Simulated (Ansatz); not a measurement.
Born–Oppenheimer molecular dynamics of C$_{3}$H$_{9}$FSi (14 atoms, charge 0, multiplicity 1). It starts from a relaxed structure.

These are results of Ansatz, RKS PBE-D4/def2-SVP, not measurements.

```yaml
ensemble: NVT, Nosé–Hoover chain
time_step: 0.5 fs
steps_asked: 150
set_temperature: 300 K
thermostat: time constant 3 fs, chain length 1
seed: 221042
```

First frame:

```xyz
14
Properties=species:S:1:pos:R:3
Si 0.008 -0.045 -0.070
F 0.036 -0.218 1.577
C 1.794 0.044 -0.647
H 2.350 -0.871 -0.359
H 1.850 0.143 -1.751
H 2.315 0.915 -0.201
C -0.923 1.543 -0.444
H -1.965 1.495 -0.066
H -0.428 2.415 0.029
H -0.967 1.730 -1.538
C -0.875 -1.549 -0.769
H -1.906 -1.627 -0.366
H -0.946 -1.490 -1.875
H -0.336 -2.485 -0.512
```

Question: What does the run give?

Answer: All steps were run.

```
steps done                                               : 150
time covered                                             : 75 fs
mean temperature over the second half                    : 306 K
spread of the potential energy over the second half      : 14.6 meV per atom
mean potential energy of the second half above the start : 42.6 meV per atom
```

The conserved energy stayed within 0.49 meV per atom of its start (net change 0.27 meV per atom), so the integration is sound. A run of 0.075 ps of so small a system gives no equilibrium averages.

Question: What happens to the structure?

Answer: The same pairs are bonded in the first frame and the last. Pairs count as bonded within 1.25 times the sum of covalent radii (0.12 Å more for H–H). Another seed would give other details.

Question: How do temperature and energy run in time?

Answer: 
```csv
time (fs),T (K),potential energy less start (eV),conserved less start (meV/atom)
0,300,0.000,0.00
2.5,208,0.164,0.15
5,254,0.227,0.08
7.5,279,0.472,0.24
10,468,0.511,0.15
12.5,404,0.622,0.24
15,213,0.724,0.29
17.5,275,0.557,0.10
20,271,0.569,0.31
22.5,451,0.274,0.05
25,233,0.372,0.23
27.5,239,0.261,0.07
30,167,0.385,0.19
32.5,298,0.364,0.08
35,364,0.615,0.31
37.5,333,0.839,0.37
40,406,0.791,0.14
42.5,227,0.986,0.44
45,374,0.714,0.11
47.5,211,0.868,0.35
50,364,0.638,0.15
52.5,309,0.642,0.31
55,376,0.380,0.08
57.5,237,0.340,0.15
60,203,0.300,0.11
62.5,224,0.315,0.08
65,250,0.445,0.21
67.5,465,0.460,0.17
70,335,0.699,0.35
72.5,334,0.588,0.15
75,189,0.697,0.27
```

The run took 5.3 min on 2 threads of Arm Neoverse V2, with other jobs on the host, peak memory 0.16 GiB.
